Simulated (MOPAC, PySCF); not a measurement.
C4H10Cl2Sn, SMILES `C[CH2][Sn]([Cl])([Cl])[CH2]C` (C–C–Sn–Cl torsion 56°, Cl–Sn–C–C torsion -56°), neutral singlet in the gas phase. 

Cartesian coordinates (Å):
```xyz
17

C     -3.0158    -0.3175     0.2428
C     -1.9626     0.0167    -0.8017
Sn     0.0153    -0.0497     0.0297
Cl     0.2489    -2.2088     0.9695
Cl    -0.0082     1.4318     1.8746
C      1.8524     0.3378    -1.0107
C      3.0530     0.1987    -0.0882
H     -2.9862     0.3918     1.0838
H     -2.8659    -1.3268     0.6552
H     -4.0273    -0.2797    -0.1926
H     -1.9733    -0.6919    -1.6451
H     -2.0945     1.0284    -1.2169
H      1.7667     1.3518    -1.4324
H      1.8911    -0.3700    -1.8539
H      2.9951     0.9036     0.7550
H      3.9909     0.4000    -0.6303
H      3.1204    -0.8161     0.3325
```
Charge 0, multiplicity 1.

All levels are single points at this geometry (PBE0-D3(BJ)/def2-SVP); Pople sets use spherical d functions. Orbital energies aren't observables, and empty levels follow the basis.

PBE0-D3(BJ)/def2-TZVP in PySCF gives HOMO (eV) = -7.88.

### Question
Estimate the HOMO (eV) from each of these levels: PBE-D3(BJ)/def2-TZVP in PySCF; ωB97X-D3(BJ)/def2-TZVP in PySCF; B3LYP/LANL2DZ in PySCF; BP86/6-31G* (LANL2DZ on Sn) in PySCF; PBE/6-31G* (LANL2DZ on Sn) in PySCF; HF/6-31G* (LANL2DZ on Sn) in PySCF; AM1 in MOPAC; PM7 in MOPAC.

### Answer

| level | HOMO (eV) |
|---|---|
| PBE-D3(BJ)/def2-TZVP in PySCF | -6.70 |
| ωB97X-D3(BJ)/def2-TZVP in PySCF | -10.20 |
| B3LYP/LANL2DZ in PySCF | -7.80 |
| BP86/6-31G* (LANL2DZ on Sn) in PySCF | -6.81 |
| PBE/6-31G* (LANL2DZ on Sn) in PySCF | -6.71 |
| HF/6-31G* (LANL2DZ on Sn) in PySCF | -10.78 |
| AM1 in MOPAC | -9.83 |
| PM7 in MOPAC | -10.56 |
